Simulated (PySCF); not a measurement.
Excitation energies in several basis sets

H7N2PSi.
SMILES: `N[SiH](N)P`

TDDFT with PBE0 (PySCF), vertical singlets, core orbitals frozen in the response, spherical d and f functions. Isolated species at its PBE0-D3(BJ)/def2-SVP geometry (one conformer only).

```csv
basis,functions,diffuse,S1 (eV),S2 (eV),S3 (eV),S4 (eV),S5 (eV),LUMO (eV),α (au)
6-31G*,78,no,6.21,6.85,7.08,7.27,7.41,1.07,58.0
6-31+G*,94,yes,5.55,6.03,6.10,6.32,6.44,-0.08,67.9
def2-SVP,99,no,6.24,6.78,6.94,7.06,7.47,1.07,58.9
def2-SVPD,144,yes,5.81,6.20,6.45,6.65,6.85,0.28,73.2
aug-cc-pVDZ,163,yes,5.39,5.88,5.90,6.16,6.19,-0.31,76.1
def2-TZVP,178,no,5.86,6.37,6.49,6.74,6.91,0.51,68.2
def2-TZVPD,223,yes,5.58,5.96,6.16,6.39,6.53,-0.03,75.3
```

Task: Compare the sets with the largest diffuse one.

Result: States are compared by their number. Against the largest diffuse basis here (def2-TZVPD, itself not a converged limit), sets without diffuse functions differ by up to 0.66 eV in S1 and 0.95 eV in S5; the smaller diffuse sets differ by up to 0.23 and 0.33 eV. State by state, the largest deviation of a set without diffuse functions is S1 0.66, S2 0.89, S3 0.91, S4 0.87, S5 0.95 eV. The same number needn't mean the same state in each row. Against def2-TZVPD the polarisability deviates by -23% in 6-31G*, -10% in 6-31+G*, -22% in def2-SVP, -3% in def2-SVPD, +1% in aug-cc-pVDZ, -9% in def2-TZVP. A single + in a Pople set puts diffuse functions on heavy atoms only.

Without π bonds the low states are Rydberg-like; a valence basis with one diffuse set may place them up to an eV too high.
